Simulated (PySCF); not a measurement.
Radial density of I (iodine, neutral)

UHF, [Kr] 4d10 5s1 5p6, 2S determinant (an excited configuration). All numbers are calculated (PySCF 2.14, the non-relativistic Hamiltonian (point nucleus), in dyall-av2z).

```tsv
r (bohr)	4πr²ρ (e/bohr)	4πr²(ρα − ρβ)
0.000525	0.3442	0.0001
0.000883	0.9376	0.0002
0.00149	2.489	0.0006
0.00250	6.324	0.0016
0.00420	14.94	0.0037
0.00707	31.24	0.0075
0.0119	53.39	0.0118
0.0200	66.69	0.0112
0.0336	60.03	0.0060
0.0566	68.98	0.0252
0.0952	86.78	0.0283
0.160	63.65	-0.0001
0.269	72.32	0.0777
0.453	26.57	0.0570
0.762	27.96	0.0647
1.28	8.278	0.4197
2.16	3.820	0.7060
3.63	0.9632	-0.0405
6.10	0.03300	-0.0133
10.3	0.0001820	-0.0002
```

A non-relativistic calculation at this Z misses sizeable relativistic shifts.

**Question.** Where is the radial spin density 4πr²(ρα − ρβ) most negative, and why is it negative at all?

**Answer.** Around r = 3.63 bohr, down to -0.0405 e/bohr: exchange with the open shell polarises the paired shells in an unrestricted calculation.
